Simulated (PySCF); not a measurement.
C5H7F, SMILES C[C@H]1C=C(F)C1.

Coordinates come from a r2SCAN-D4/def2-SVP optimisation.

Method: PBE/def2-TZVP (PySCF).

Gas-phase values at a fixed geometry.

| Quantity | Value |
|---|---|
| total energy | -294.28889 hartree |
| highest occupied level | -5.87 eV |
| lowest empty level | -0.48 eV |
| orbital gap | 5.39 eV |
| dipole moment | 1.44 D |
| quadrupole, principal values (traceless, Buckingham form, about the centre of nuclear charge) | -3.89, 0.37, 3.52 D·Å |
| mean static polarisability | 59.5 bohr³ (8.82 Å³) |
| polarisability, principal values | 48.4, 60.9, 69.1 bohr³ |
